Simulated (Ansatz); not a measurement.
Conformers of C3H8Si, SMILES `C=CC[SiH3]`, each relaxed with PBE0-D4/def2-TZVP in Ansatz. CBS adds the triple-zeta coupled-cluster correction to the MP2 limit.

Not all of them had a frequency check.

Conformer A:

Z-matrix (Å, degrees):
```
C
C 1 1.489
Si 1 1.887 2 111.3
H 1 1.096 2 110.9 3 -119.8
H 1 1.094 2 111.0 3 120.8
C 2 1.327 1 125.5 3 -106.0
H 2 1.089 1 115.9 3 71.9
H 3 1.486 1 110.0 2 65.0
H 3 1.488 1 110.0 2 -54.8
H 3 1.489 1 110.4 2 -174.6
H 6 1.086 2 121.5 1 -1.9
H 6 1.083 2 121.4 1 178.1
```

Conformer B:

Cartesian coordinates in Å:
```
C 1.189 -1.254 0.473
C 0.671 -0.202 1.092
C -0.337 0.749 0.531
Si -0.918 0.447 -1.231
H 0.913 -1.525 -0.542
H 1.917 -1.891 0.961
H 0.998 0.007 2.110
H 0.057 1.773 0.581
H -1.225 0.766 1.177
H 0.213 0.519 -2.194
H -1.910 1.496 -1.589
H -1.569 -0.883 -1.369
```

(1) Which is lowest in electronic energy at CCSD(T)/CBS (frozen core, def2 sets), and by how much? (Best estimate.)

(2) Give the energies relative to A (kJ/mol) with PBE0-D4/def2-TZVPP, B3LYP/def2-TZVPP, MP2/def2-TZVPP, CCSD/def2-TZVPP, CCSD(T)/def2-TZVPP, HF/def2-QZVPP, MP2/CBS(def2). (Estimate.)

Results:

(1) Computed: A; B lies 5.9 kJ/mol higher.

(2) The calculation gave: 
```
             level    B
PBE0-D4/def2-TZVPP  6.7
  B3LYP/def2-TZVPP  8.6
    MP2/def2-TZVPP  7.1
   CCSD/def2-TZVPP  6.1
CCSD(T)/def2-TZVPP  6.0
     HF/def2-QZVPP  8.5
     MP2/CBS(def2)  7.0
```

B3LYP here is the variant with VWN-RPA as its local correlation; programs differ in this.
